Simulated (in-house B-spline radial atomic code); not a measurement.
Multiplet parameters of the 4p4 shell in Sr V (Sr4+) ([Ar] 3d10 4s2 4p4). Level of theory: non-relativistic Hartree-Fock, average of configuration, point nucleus; calculated with an all-electron radial atomic-structure program (B-spline basis).

Slater integrals: F^2 = 72415 cm⁻¹. Central-field spin-orbit parameter ζ(4p) = 6519 cm⁻¹ (bare central field on non-relativistic orbitals, without two-electron terms: too large for light atoms, too small for heavy ones).

With F₂ = F^2/25 = 2897 cm⁻¹:

(1) Where do the terms lie in LS coupling, without spin-orbit interaction?

(2) How far can these numbers be trusted?

## Answers

(1) In cm⁻¹ above the Hund's-rule term:
| term | expression | energy |
| --- | --- | --- |
| 3P | 0 F₂ | 0 |
| 1D | 6 F₂ | 17380 |
| 1S | 15 F₂ | 43449 |

(2) Unscaled Hartree-Fock integrals overestimate measured term splittings, because correlation screens the repulsion; fits to spectra scale them down, most for low charges. Here ζ is 2.25 times F₂, so the coupling is intermediate: spin-orbit interaction mixes the terms, and LS labels name only the largest part.
